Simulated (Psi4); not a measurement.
C$_{3}$H$_{10}$Si (SMILES C[SiH](C)C), singlet, at a GFN2-xTB geometry; M11/3-21G (Psi4).

Input for Psi4:
```
memory 2 GB

molecule {
0 1
  Si    0.04227581    0.17410565    0.35767998
  C    -0.94677323    1.32330318   -0.79306653
  C     1.75998590   -0.15337865   -0.39419538
  C    -0.88714883   -1.47441790    0.56171541
  H     0.19817869    0.81616493    1.67671672
  H    -1.08207267    0.88244973   -1.77698739
  H    -1.93349276    1.53106784   -0.39013129
  H    -0.44225768    2.27526120   -0.92863343
  H     2.35085242   -0.80627152    0.24121477
  H     1.68499224   -0.62713212   -1.36922950
  H     2.31726365    0.76979478   -0.52198718
  H    -1.02111986   -1.97760373   -0.39202130
  H    -1.87270611   -1.32118853    0.99105908
  H    -0.34788226   -2.15306147    1.21575889
}

set basis 3-21g

energy('m11')
print_variables()
```

It wrote (shortened):

```
   => Loading Basis Set <=

    Name: 3-21G
    Role: ORBITAL
    Keyword: BASIS

         ---------------------------------------------------------
                                   SCF
               by Justin Turney, Rob Parrish, Andy Simmonett
                          and Daniel G. A. Smith
                              RKS Reference
         ---------------------------------------------------------

  ==> Geometry <==

    Molecular point group: c1
    Full point group: C1

    Geometry (in Angstrom), charge = 0, multiplicity = 1:

       Center              X                  Y                   Z               Mass
    ------------   -----------------  -----------------  -----------------  -----------------
         SI           0.040302835793     0.165980298811     0.340987380340    27.976926534650
         C           -0.948746204207     1.315177828811    -0.809759129660    12.000000000000
         C            1.758012925793    -0.161504001189    -0.410887979660    12.000000000000
         C           -0.889121804207    -1.482543251189     0.545022810340    12.000000000000
         H            0.196205715793     0.808039578811     1.660024120340     1.007825032230
         H           -1.084045644207     0.874324378811    -1.793679989660     1.007825032230
         H           -1.935465734207     1.522942488811    -0.406823889660     1.007825032230
         H           -0.444230654207     2.267135848811    -0.945326029660     1.007825032230
         H            2.348879445793    -0.814396871189     0.224522170340     1.007825032230
         H            1.683019265793    -0.635257471189    -1.385922099660     1.007825032230
         H            2.315290675793     0.761669428811    -0.538679779660     1.007825032230
         H           -1.023092834207    -1.985729081189    -0.408713899660     1.007825032230
         H           -1.874679084207    -1.329313881189     0.974366480340     1.007825032230
         H           -0.349855234207    -2.161186821189     1.199066290340     1.007825032230

  Running in c1 symmetry.

  Rotational constants: A =      0.17345  B =      0.17345  C =      0.10292 [cm^-1]
  Rotational constants: A =   5199.80703  B =   5199.80702  C =   3085.35296 [MHz]
  Nuclear repulsion =  173.767303721963657

  Charge       = 0
  Multiplicity = 1
  Electrons    = 42
  Nalpha       = 21
  Nbeta        = 21

  ==> Algorithm <==

  SCF Algorithm Type is DF.
  DIIS enabled.
  MOM disabled.
  Fractional occupation disabled.
  Guess Type is SAD.
  Energy threshold   = 1.00e-06
  Density threshold  = 1.00e-06
  Integral threshold = 1.00e-12

  ==> Primary Basis <==

  Basis Set: 3-21G
    Blend: 3-21G
    Number of shells: 42
    Number of basis functions: 60
    Number of Cartesian functions: 60
    Spherical Harmonics?: false
    Max angular momentum: 1

  ==> DFT Potential <==

   => LibXC <=

    Version 7.1.2
    S. Lehtola, C. Steigemann, M. J. T. Oliveira, and M. A. L. Marques,  SoftwareX 7, 1–5 (2018) (10.1016/j.softx.2017.11.002)

   => Composite Functional: M11 <=

    M11 Meta-GGA XC Functional  (10.1021/jz201170d)
    R. Peverati and D. G. Truhlar, J. Phys. Chem. Lett., 2, 2810, 2011

    Deriv               =              1
    GGA                 =           TRUE
    Meta                =           TRUE

    Exchange Hybrid     =           TRUE
    MP2 Hybrid          =          FALSE

   => Exchange Functionals <=

    1.0000   XC_HYB_MGGA_X_M11 [omega = 0.2500]

   => Exact (HF) Exchange <=

    0.5720            HF,LR [omega = 0.2500]
    0.4280               HF

   => Correlation Functionals <=

    1.0000    XC_MGGA_C_M11

   => LibXC Density Thresholds  <==

    XC_MGGA_C_M11:  1.00E-15
    XC_HYB_MGGA_X_M11:  1.00E-11

   => Molecular Quadrature <=

    Radial Scheme          =       TREUTLER
    Pruning Scheme         =           NONE
    Nuclear Scheme         =       TREUTLER

    Blocking Scheme        =         OCTREE
    BS radius alpha        =              1
[...]

    Name: (3-21G AUX)
    Role: JKFIT
    Keyword: DF_BASIS_SCF

  ==> Integral Setup <==

  SCF_SUBTYPE=INCORE selected. In-core MEM_DF algorithm will be used.
  Using in-core AOs.

  ==> MemDFJK: Density-Fitted J/K Matrices <==

    J tasked:                   Yes
    K tasked:                   Yes
    wK tasked:                  Yes
    Omega:                2.500E-01
    Algorithm:                 Core
    Schwarz Cutoff:           1E-12
    Mask sparsity (%):       1.5000
    Fitting Condition:        1E-10

   => Auxiliary Basis Set <=

  Basis Set: (3-21G AUX)
    Blend: DEF2-UNIVERSAL-JKFIT
    Number of shells: 173
    Number of basis functions: 622
    Number of Cartesian functions: 622
    Spherical Harmonics?: false
    Max angular momentum: 4

  Minimum eigenvalue in the overlap matrix is 1.5743417293E-02.
  Reciprocal condition number of the overlap matrix is 3.5813369633E-03.
    Using symmetric orthogonalization.

  ==> Pre-Iterations <==

  SCF Guess: Superposition of Atomic Densities via on-the-fly atomic UHF (no occupation information).

   -------------------------
    Irrep   Nso     Nmo
   -------------------------
     A         60      60
   -------------------------
    Total      60      60
   -------------------------

  ==> Iterations <==

                           Total Energy        Delta E     RMS |[F,P]|

   @DF-RKS iter SAD:  -406.47413300334279   -4.06474e+02   0.00000e+00
   @DF-RKS iter   1:  -407.17582354140973   -7.01691e-01   1.05909e-02 DIIS/ADIIS
   @DF-RKS iter   2:  -407.28082600290890   -1.05002e-01   7.02608e-03 DIIS/ADIIS
   @DF-RKS iter   3:  -407.36843684930994   -8.76108e-02   3.69559e-04 DIIS/ADIIS
   @DF-RKS iter   4:  -407.36890232600535   -4.65477e-04   8.05115e-05 DIIS
   @DF-RKS iter   5:  -407.36892415892868   -2.18329e-05   1.41761e-05 DIIS
   @DF-RKS iter   6:  -407.36892489806024   -7.39132e-07   1.98849e-06 DIIS
   @DF-RKS iter   7:  -407.36892491415438   -1.60941e-08   3.50263e-07 DIIS
  Energy and wave function converged.

  ==> Post-Iterations <==

   Electrons on quadrature grid:
      Ntotal   =   41.9999363666 ; deviation = -6.363e-05

    Orbital Energies [Eh]
    ---------------------

    Doubly Occupied:

[...]
    Virtual:

[...]
    Final Occupation by Irrep:
              A
    DOCC [    21 ]
    NA   [    21 ]
    NB   [    21 ]

  @DF-RKS Final Energy:  -407.36892491415438

   => Energetics <=

    Nuclear Repulsion Energy =            173.7673037219636569
    One-Electron Energy =                -903.7382877207215870
    Two-Electron Energy =                 343.0969803383115959
    DFT Exchange-Correlation Energy =     -20.4949212537080641
    Empirical Dispersion Energy =           0.0000000000000000
    VV10 Nonlocal Energy =                  0.0000000000000000
    Total Energy =                       -407.3689249141543769

Computation Completed

Properties will be evaluated at   0.000000,   0.000000,   0.000000 [a0]

Properties computed using the SCF density matrix

 Multipole Moments:

 ------------------------------------------------------------------------------------
     Multipole            Electronic (a.u.)      Nuclear  (a.u.)        Total (a.u.)
 ------------------------------------------------------------------------------------

 L = 1.  Multiply by 2.5417464519 to convert [e a0] to [Debye]
 Dipole X            :          0.1314426           -0.1565919           -0.0251493
 Dipole Y            :          0.5413770           -0.6448969           -0.1035199
 Dipole Z            :          1.1122505           -1.3248664           -0.2126159
 Magnitude           :                                                    0.2378116

 ------------------------------------------------------------------------------------

  Variable Map:
  ----------------------------------------------------------------------------
[...]
  Array Variable Map:
  ----------------------------------------------------------------------------
[...]
[...]
```
